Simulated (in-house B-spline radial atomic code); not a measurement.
A fraction x of an electron is removed from 1s in H, starting from 1s1 and keeping the highest spin. Computed with a radial B-spline atomic code at the basis-set limit: non-relativistic HSE06, spin-polarised, spherical fractional occupations, point nucleus.

Caution: exact exchange at fractional occupations of open shells leaves self-interaction of up to several eV.

```
   x  E(x) - E(0) (eV)  1s up level (eV)
   0            0.0000            -8.723
0.01            0.0877            -8.824
0.24            2.3887           -11.196
0.26            2.6147           -11.404
0.41            4.4429           -12.970
 0.5            5.6521           -13.898
0.53            6.0736           -14.202
0.67            8.1589           -15.567
0.86           11.2678           -17.033
 0.9           11.9526           -17.188
0.99           13.4883           -16.368
```
